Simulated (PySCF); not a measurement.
Can point charges reproduce the dipole moment of `CN(C)C/C=N\[SiH](C)C`?

Coordinates (GFN2-xTB, Å) and charges (e) from the PBE0/pcSseg-1 density (PySCF):

```json
{"atom": "C1", "x": "-3.489", "y": "-1.022", "z": "-0.086", "Mulliken": "-0.0876", "IAO": "-0.3042", "Hirshfeld": "-0.0722", "ESP-fitted": "-0.4579"}
{"atom": "N2", "x": "-2.522", "y": "0.017", "z": "0.198", "Mulliken": "-0.6097", "IAO": "-0.2476", "Hirshfeld": "-0.0968", "ESP-fitted": "-0.1705"}
{"atom": "C3", "x": "-2.504", "y": "1.018", "z": "-0.850", "Mulliken": "-0.1017", "IAO": "-0.3065", "Hirshfeld": "-0.0738", "ESP-fitted": "-0.4166"}
{"atom": "C4", "x": "-1.195", "y": "-0.524", "z": "0.421", "Mulliken": "-0.0404", "IAO": "-0.1925", "Hirshfeld": "-0.0326", "ESP-fitted": "-0.4295"}
{"atom": "C5", "x": "-0.285", "y": "0.509", "z": "1.021", "Mulliken": "+0.1241", "IAO": "+0.0700", "Hirshfeld": "+0.0645", "ESP-fitted": "+0.6139"}
{"atom": "N6", "x": "0.942", "y": "0.641", "z": "0.836", "Mulliken": "-0.5614", "IAO": "-0.5408", "Hirshfeld": "-0.2387", "ESP-fitted": "-0.8169"}
{"atom": "Si7", "x": "2.169", "y": "-0.152", "z": "-0.075", "Mulliken": "+0.8411", "IAO": "+1.0263", "Hirshfeld": "+0.3934", "ESP-fitted": "+1.0990"}
{"atom": "C8", "x": "3.327", "y": "-0.885", "z": "1.239", "Mulliken": "-0.6181", "IAO": "-0.7241", "Hirshfeld": "-0.2176", "ESP-fitted": "-0.8169"}
{"atom": "C9", "x": "3.018", "y": "1.244", "z": "-1.041", "Mulliken": "-0.6187", "IAO": "-0.7262", "Hirshfeld": "-0.2185", "ESP-fitted": "-0.6948"}
{"atom": "H10", "x": "-3.533", "y": "-1.712", "z": "0.755", "Mulliken": "+0.1149", "IAO": "+0.1441", "Hirshfeld": "+0.0441", "ESP-fitted": "+0.1724"}
{"atom": "H11", "x": "-3.248", "y": "-1.591", "z": "-0.997", "Mulliken": "+0.0800", "IAO": "+0.1044", "Hirshfeld": "+0.0270", "ESP-fitted": "+0.1494"}
{"atom": "H12", "x": "-4.470", "y": "-0.566", "z": "-0.211", "Mulliken": "+0.1156", "IAO": "+0.1459", "Hirshfeld": "+0.0454", "ESP-fitted": "+0.1872"}
{"atom": "H13", "x": "-2.244", "y": "0.595", "z": "-1.833", "Mulliken": "+0.0810", "IAO": "+0.1041", "Hirshfeld": "+0.0269", "ESP-fitted": "+0.1432"}
{"atom": "H14", "x": "-3.489", "y": "1.478", "z": "-0.917", "Mulliken": "+0.1193", "IAO": "+0.1464", "Hirshfeld": "+0.0455", "ESP-fitted": "+0.1718"}
{"atom": "H15", "x": "-1.773", "y": "1.786", "z": "-0.601", "Mulliken": "+0.1290", "IAO": "+0.1462", "Hirshfeld": "+0.0423", "ESP-fitted": "+0.1673"}
{"atom": "H16", "x": "-1.274", "y": "-1.337", "z": "1.152", "Mulliken": "+0.1423", "IAO": "+0.1559", "Hirshfeld": "+0.0522", "ESP-fitted": "+0.1830"}
{"atom": "H17", "x": "-0.734", "y": "-0.934", "z": "-0.494", "Mulliken": "+0.1148", "IAO": "+0.1108", "Hirshfeld": "+0.0289", "ESP-fitted": "+0.1780"}
{"atom": "H18", "x": "-0.787", "y": "1.195", "z": "1.706", "Mulliken": "+0.1005", "IAO": "+0.1345", "Hirshfeld": "+0.0396", "ESP-fitted": "-0.0228"}
{"atom": "H19", "x": "1.794", "y": "-1.227", "z": "-1.020", "Mulliken": "-0.1276", "IAO": "-0.1737", "Hirshfeld": "-0.0982", "ESP-fitted": "-0.2644"}
{"atom": "H20", "x": "3.632", "y": "-0.129", "z": "1.955", "Mulliken": "+0.1403", "IAO": "+0.1589", "Hirshfeld": "+0.0420", "ESP-fitted": "+0.2017"}
{"atom": "H21", "x": "4.223", "y": "-1.289", "z": "0.780", "Mulliken": "+0.1300", "IAO": "+0.1518", "Hirshfeld": "+0.0390", "ESP-fitted": "+0.1773"}
{"atom": "H22", "x": "2.846", "y": "-1.687", "z": "1.790", "Mulliken": "+0.1317", "IAO": "+0.1532", "Hirshfeld": "+0.0387", "ESP-fitted": "+0.1824"}
{"atom": "H23", "x": "3.904", "y": "0.878", "z": "-1.549", "Mulliken": "+0.1285", "IAO": "+0.1508", "Hirshfeld": "+0.0383", "ESP-fitted": "+0.1394"}
{"atom": "H24", "x": "2.359", "y": "1.669", "z": "-1.792", "Mulliken": "+0.1323", "IAO": "+0.1535", "Hirshfeld": "+0.0388", "ESP-fitted": "+0.1544"}
{"atom": "H25", "x": "3.323", "y": "2.047", "z": "-0.378", "Mulliken": "+0.1399", "IAO": "+0.1588", "Hirshfeld": "+0.0418", "ESP-fitted": "+0.1698"}
```

**Question.** What dipole does each set of charges give (1 e·Å = 4.803 D), and what does the density give?

**Answer.** The full density gives (-1.34, -0.96, -0.78) D, 1.82 D in size; dipole vectors point from the negative to the positive end.

| scheme | μx | μy | μz | size (D) | share of the full size (%) | angle to the full dipole (°) |
| --- | --- | --- | --- | --- | --- | --- |
| Mulliken | -1.87 | -1.89 | -1.89 | 3.26 | 179 | 13 |
| IAO | -1.39 | -1.39 | -1.03 | 2.22 | 122 | 9 |
| Hirshfeld | -1.35 | -0.46 | -0.18 | 1.44 | 79 | 24 |
| ESP-fitted | -1.38 | -0.98 | -0.82 | 1.88 | 103 | 1 |

**Question.** Which set comes closest?

**Answer.** Length of the difference vector: ESP-fitted 0.07 D, IAO 0.50 D, Hirshfeld 0.77 D, Mulliken 1.54 D. Closest: ESP-fitted. The schemes that divide the density aren't constrained to reproduce the dipole.

**Question.** What is left for the Hirshfeld atoms' own dipoles?

**Answer.** The shares of the density sum to the whole, so what Σ q r misses lies in dipoles about the nuclei. The atomic dipoles sum to (-1.34, -0.96, -0.78) − (-1.35, -0.46, -0.18) = (0.01, -0.50, -0.60) D, 0.77 D in size.

**Question.** With the origin at the mean of the coordinates, (0.000, 0.001, 0.000) Å, which are the largest single terms, by size, of the Hirshfeld dipole along the direction of the full one?

**Answer.** Si7 -2.80, C8 +2.62, C9 +2.55, N6 +1.59, C1 -1.09 D; all 25 atoms together +1.32 D. The single terms depend on the origin, their sum doesn't.

**Question.** Give the size of the full dipole in other units.

**Answer.** 1.82 D = 0.718 au = 0.380 e·Å = 6.08 × 10⁻³⁰ C·m.

One conformer (not necessarily the lowest) at the GFN2-xTB geometry, without solvent, vibrations or thermal averaging.

Conformer computed: `[CH3:1][N:2]([CH3:3])[CH2:4]/[CH:5]=[N:6]\[SiH:7]([CH3:8])[CH3:9]`: C1–N2–C4–C5 -167°, N2–C4–C5–N6 -147°, C5–N6–Si7–C8 -115°.
